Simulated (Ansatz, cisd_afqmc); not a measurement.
System: CSi, charge 0, triplet. CSi (SMILES [C]=[Si], triplet).
B3LYP-D3(BJ)/def2-TZVP minimum from Ansatz (a program for electronic structure):
```xyz
2

Si     0.0000     0.0000    -0.5141
C      0.0000     0.0000     1.1995
```
Charge 0, spin multiplicity 3.

Atomisation energy term by term, kcal/mol (programs: Ansatz, cisd_afqmc). UHF or UKS for unpaired electrons; spin-orbit terms are left out. Correlated methods leave the cores frozen. Rows without X2C or -DK are non-relativistic. AFQMC/CISD: phaseless, guided by CISD from CCSD amplitudes; bars are statistical, one sigma. Outlying blocks are dropped, and bars are widened where a walk drifts. Over all cases where full CI ran beside it in this data, AFQMC minus full CI had a median of +0.1 mEh and passed +0.4 mEh in a tenth of the cases. CBS(X,Y): correlation extrapolated as X^-3, Hartree-Fock from the larger set (Q,5: extrapolated as (X+1)exp(-9√X)). A bracket is a step between two methods taken in the basis named. '+ core + X2C': CCSD(T) terms for core correlation (cc-pwCVTZ, 1s frozen past Ne) and scalar relativity (cc-pVTZ-DK). The UHF reference of CSi ([C]=[Si], triplet) is spin-contaminated (<S^2> up to 0.53 over the pure value in the sets run).

| term | basis | kcal/mol |
|---|---|---|
| Hartree-Fock | CBS(cc-pV(Q+d)Z,cc-pV(5+d)Z) | 61.96 |
| CCSD correlation | CBS(cc-pV(Q+d)Z,cc-pV(5+d)Z) | 32.31 |
| (T) | CBS(cc-pV(Q+d)Z,cc-pV(5+d)Z) | 6.08 |
| CCSDT(Q) - CCSD(T) | cc-pV(5+d)Z | 2.10 |
| CCSDTQ - CCSDT(Q) | cc-pV(D+d)Z | -0.05 |
| core correlation | cc-pwCVTZ | 0.71 |
| scalar relativity | X2C, cc-pVTZ-DK | -0.14 |
| sum: De |  | 103.0 |

The step beyond CCSD(T) by other levels: CCSDTQ in cc-pV(D+d)Z 2.08; AFQMC/CISD in cc-pV(D+d)Z -0.07 ± 0.23; CCSDT(Q) in cc-pV(D+d)Z 2.13; CCSDT(Q) in cc-pV(T+d)Z 2.13; CCSDT(Q) in cc-pV(Q+d)Z 2.12 kcal/mol.
